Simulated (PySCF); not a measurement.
# Levels of Ga²⁺ from EOM-EA-GCCSD

Reference: closed-shell Ga³⁺, [Ar] 3d10; one electron is added. Calculated with PySCF 2.14, two-component X2C-1e with screened spin-orbit coupling, x2c-TZVPPall-2c with one added diffuse shell each of s, p, d type (7s8p5d1f, 63 functions); frozen 1s2; all 98 virtual spinors kept. No Breit or QED terms. Binding energies in eV.

| level | Koopmans | second order | EOM-CCSD |
| --- | --- | --- | --- |
| 4s1/2 | 29.524 | 29.932 | 30.044 |
| 4p1/2 | 21.768 | 22.041 | 22.139 |
| 4p3/2 | 21.567 | 21.832 | 21.930 |
| 5s1/2 | 12.912 | 13.021 | 13.046 |
| 4d3/2 | 12.629 | 12.665 | 12.715 |
| 4d5/2 | 12.613 | 12.648 | 12.702 |
| 5p1/2 | 10.335 | 10.429 | 10.462 |
| 5p3/2 | 10.253 | 10.345 | 10.380 |

Electric-dipole lines between these computed levels:

```tsv
lower	upper	ΔE (eV)	vacuum wavelength (nm)
4s1/2	4p1/2	7.904	156.9
4s1/2	4p3/2	8.114	152.8
4s1/2	5p1/2	19.581	63.32
4s1/2	5p3/2	19.664	63.05
4p1/2	5s1/2	9.094	136.3
4p1/2	4d3/2	9.424	131.6
4p3/2	5s1/2	8.884	139.6
4p3/2	4d3/2	9.214	134.6
4p3/2	4d5/2	9.227	134.4
5s1/2	5p1/2	2.583	480.0
5s1/2	5p3/2	2.666	465.1
4d3/2	5p1/2	2.253	550.4
4d3/2	5p3/2	2.336	530.8
4d5/2	5p3/2	2.323	533.8
```

For comparison, the ionisation energy of Ga²⁺ is 30.726 eV (measured; NIST Atomic Spectra Database, ionization energies).

Gaps of this size point to the basis (7s8p5d1f), which has few functions of high l to correlate and polarise the inner shells.

The highest levels are limited by the diffuse functions of the basis.
